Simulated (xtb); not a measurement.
H9N3Si3, charge -1, quartet, geometry from GFN2-xTB of the parent state (a state made from the parent by changing its charge; the spin is typed, not shown lowest); GFN2-xTB in xtb.

Input for xtb:
```
$ xtb mol.xyz --gfn 2 --chrg -1 --uhf 3 --json

# file mol.xyz
15

Si     1.66547442    -0.48907564    -0.59819950
N      0.59418415    -1.50472773     0.32249669
Si    -1.10568783    -1.24155363     0.41227852
N     -1.39538756     0.41725957     0.77463053
Si    -0.62575011     1.72431754    -0.07751450
N      1.00420036     1.12074811    -0.34532915
H      1.74247123    -0.70119423    -2.07046356
H      3.01349731    -0.73837966    -0.04327928
H      0.87755749    -2.46913715     0.37976229
H     -1.69090226    -1.51990684    -0.97964277
H     -1.83115545    -2.19718535     1.28224697
H     -2.32319235     0.62288539     1.10713860
H     -0.75163728     2.89885584     0.81235450
H     -1.16994070     2.11228503    -1.40861257
H      1.63581267     1.84718153    -0.65399401
```

Problem. Predict the main parts of the log of this xtb run.

Solution. 
```
   ID    Z sym.   atoms
    1   14 Si     1, 3, 5
    2    7 N      2, 4, 6
    3    1 H      7-15

           -------------------------------------------------
          |                Calculation Setup                |
           -------------------------------------------------

           -------------------------------------------------
          |                 G F N 2 - x T B                 |
           -------------------------------------------------

          ...................................................
          :                      SETUP                      :
          :.................................................:
          :  # basis functions                  51          :
          :  # atomic orbitals                  48          :
          :  # shells                           24          :
          :  # electrons                        37          :
          :  max. iterations                   250          :
          :  Hamiltonian                  GFN2-xTB          :
          :  restarted?                      false          :
          :  GBSA solvation                  false          :
          :  PC potential                    false          :
          :  electronic temp.          300.0000000     K    :
          :  accuracy                    1.0000000          :
          :  -> integral cutoff          0.2500000E+02      :
          :  -> integral neglect         0.1000000E-07      :
          :  -> SCF convergence          0.1000000E-05 Eh   :
          :  -> wf. convergence          0.1000000E-03 e    :
          :  Broyden damping             0.4000000          :
          :  net charge                         -1          :
          :  unpaired electrons                  3          :
          ...................................................

 iter      E             dE          RMSdq      gap      omega  full diag
   1    -18.6315773 -0.186316E+02  0.655E+00    0.74       0.0  T
   2    -18.6568998 -0.253225E-01  0.563E+00    0.70       1.0  T
   3    -18.4843171  0.172583E+00  0.584E+00    0.75       1.0  T
   4    -18.6192175 -0.134900E+00  0.349E+00    0.68       1.0  T
   5    -18.4909249  0.128293E+00  0.392E+00    0.71       1.0  T
   6    -18.7577036 -0.266779E+00  0.756E-01    0.68       1.0  T
   7    -18.7057077  0.519959E-01  0.171E+00    0.66       1.0  T
   8    -18.7380811 -0.323734E-01  0.133E+00    0.66       1.0  T
[...]
         :: total energy             -18.573657637350 Eh    ::
[...]

Wiberg/Mayer (AO) data.
largest (>0.10) Wiberg bond orders for each atom

 ---------------------------------------------------------------------------
     #   Z sym  total        # sym  WBO       # sym  WBO       # sym  WBO
 ---------------------------------------------------------------------------
     1  14 Si   4.048 --     2 N    0.911     6 N    0.896     8 H    0.820
                             7 H    0.796     5 Si   0.296     3 Si   0.287
     2   7 N    3.238 --     9 H    0.991     3 Si   0.936     1 Si   0.911
                             4 N    0.111
     3  14 Si   4.062 --     4 N    0.936     2 N    0.936    11 H    0.824
                            10 H    0.754     5 Si   0.287     1 Si   0.287
     4   7 N    3.238 --    12 H    0.991     3 Si   0.936     5 Si   0.911
                             2 N    0.111
     5  14 Si   4.048 --     4 N    0.911     6 N    0.896    13 H    0.820
                            14 H    0.796     1 Si   0.296     3 Si   0.287
     6   7 N    3.133 --    15 H    0.997     5 Si   0.896     1 Si   0.896
     7   1 H    0.952 --     1 Si   0.796
     8   1 H    0.954 --     1 Si   0.820
     9   1 H    0.993 --     2 N    0.991
    10   1 H    0.923 --     3 Si   0.754
    11   1 H    0.950 --     3 Si   0.824
    12   1 H    0.993 --     4 N    0.991
    13   1 H    0.954 --     5 Si   0.820
    14   1 H    0.952 --     5 Si   0.796
    15   1 H    0.992 --     6 N    0.997
 ---------------------------------------------------------------------------

Topologies differ in total number of bonds
Writing topology from bond orders to xtbtopo.mol

molecular dipole:
                 x           y           z       tot (Debye)
 q only:        0.098       0.097       0.016
   full:       -0.101      -0.064      -0.173       0.534
molecular quadrupole (traceless):
                xx          xy          yy          xz          yz          zz
 q only:       -1.768       0.459      -2.377       2.166       0.632       4.144
  q+dip:       -4.025       0.009      -5.389       4.601       1.353       9.414
   full:       -2.586       0.207      -3.542       3.195       1.040       6.129

           -------------------------------------------------
          | TOTAL ENERGY              -18.573657637350 Eh   |
          | GRADIENT NORM               0.072152329766 Eh/α |
          | HOMO-LUMO GAP               0.653767104046 eV   |
           -------------------------------------------------

normal termination of xtb
```
